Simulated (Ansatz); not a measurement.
Frontier orbitals of bis(tert-butylamino)silane (BTBAS).

Z-matrix (Å, degrees):
```
C
C 1 1.530
H 1 1.093 2 110.6
H 1 1.094 2 111.4 3 -120.2
H 1 1.093 2 110.6 3 119.4
C 2 1.525 1 109.4 3 60.4
C 2 1.524 1 109.6 3 180.0
N 2 1.462 1 111.1 3 -58.4
H 6 1.093 2 111.0 1 58.7
H 6 1.095 2 110.7 1 -60.9
H 6 1.092 2 110.4 1 179.3
H 7 1.092 2 110.0 1 -62.4
H 7 1.092 2 110.6 1 177.6
H 7 1.092 2 111.7 1 57.3
Si 8 1.721 2 129.6 1 -73.1
H 8 1.012 2 111.0 1 74.1
N 15 1.720 8 103.1 2 -168.3
H 15 1.492 8 116.3 2 74.0
H 15 1.493 8 107.8 2 -44.6
C 17 1.462 15 129.6 8 -169.4
H 17 1.012 15 112.1 8 43.5
C 20 1.525 17 107.7 15 165.1
C 20 1.523 17 110.0 15 46.3
C 20 1.530 17 111.0 15 -75.1
H 22 1.093 20 111.0 17 179.4
H 22 1.092 20 110.4 17 -60.0
H 22 1.095 20 110.7 17 59.8
H 23 1.092 20 111.7 17 -65.1
H 23 1.092 20 110.0 17 175.3
H 23 1.092 20 110.6 17 55.3
H 24 1.094 20 111.4 17 -178.7
H 24 1.093 20 110.6 17 60.9
H 24 1.093 20 110.6 17 -58.5
```

Charge 0, multiplicity 1. The geometry is a stationary point of PBE0-D4/def2-TZVP. It is one conformer, not always the lowest. Basis def2-TZVPP, the Gaussian-basis code of Ansatz.

Orbital energies of one run (eV). Highest occupied ones, from the top: -9.36, -9.38, -11.67, -11.73, -12.06, -12.32, -12.37, -12.68, -13.02, -13.09, -13.10, -13.33, -13.35, -13.99. Empty: 2.89, 2.93, 3.64, 4.17, 4.23, 4.25.

Question: Which functional gave them?
A. BLYP
B. B3LYP
C. LDA (SPW92)
D. LC-ωPBE

Answer: D. HOMO energies: LC-ωPBE -9.36, LDA (SPW92) -5.44, BLYP -5.15, B3LYP -6.39 eV.

B3LYP here is the variant with VWN-RPA as its local correlation; programs differ in this. LC-ωPBE has ω = 0.4 bohr⁻¹.
